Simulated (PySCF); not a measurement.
BI2, SMILES [B+](I)I, charge +1. Heavy atoms are numbered as in [B+:1]([I:2])[I:3].

The structure is a stationary point at B3LYP-D3(BJ)/def2-TZVP. The def2 effective core potentials stand for the cores of I; spin–orbit coupling is left out.

All values below come from B3LYP/def2-TZVPD (PySCF).

Mulliken values depend strongly on the basis, most of all with diffuse functions as here. ESP charges are fitted to the potential on shells at 1.4 to 2.0 van der Waals radii. Atomic charges (e), one atom of each kind:

```
atom  ESP fit  Mulliken
----  -------  --------
B1          ?      0.18
I2          ?      0.41
```

Q: Complete the blanks. (The exact figures need the calculation; the answer reports its results.)

A: 
- B1, ESP fit: -0.22
- I2, ESP fit: 0.61
